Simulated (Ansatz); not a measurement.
Consider the cleavage of the Al–B bond: `B[O][AlH][BH2]` + NH₃ → `B[O][AlH][NH2]` + BH₃.

Computed with Ansatz on PBE0-D4/def2-TZVP structures; ΔE is electronic, products minus reactants. CBS: MP2 limit from def2 TZ/QZ plus the TZ coupled-cluster correction, frozen cores. This one scheme is used for every species. DFT in def2-TZVPP. One conformer a species, not always the lowest.

```
             level  ΔE (eV)
            PBE-D4    -1.11
           BLYP-D4    -1.25
               PBE    -1.10
           LC-ωPBE    -1.22
  CCSD(T)/def2-SVP    -1.26
     HF/def2-TZVPP    -1.37
CCSD(T)/def2-TZVPP    -1.26
    MP2/def2-QZVPP    -1.37
```

(1) What does CCSD(T)/CBS give? (Estimate.)

Largest T1 diagnostic among the species: 0.014.

Answers

(1) The calculation gave: -1.26 eV. The listed levels differ from it by 0.15, 0.01, 0.16, 0.04, 0.00, -0.11, 0.00, -0.11 eV.

Leaving LDA and LC-ωPBE aside and taking each functional with its dispersion term where it has one, the values, not all of them listed here, spread over 0.22 eV, from BHLYP-D4 to PBE-D4. LDA lies −0.05 eV from PBE without D4. From BLYP to BHLYP (50 % exact exchange), in def2-TZVPP and without D4, ΔE moves by −0.10 eV.
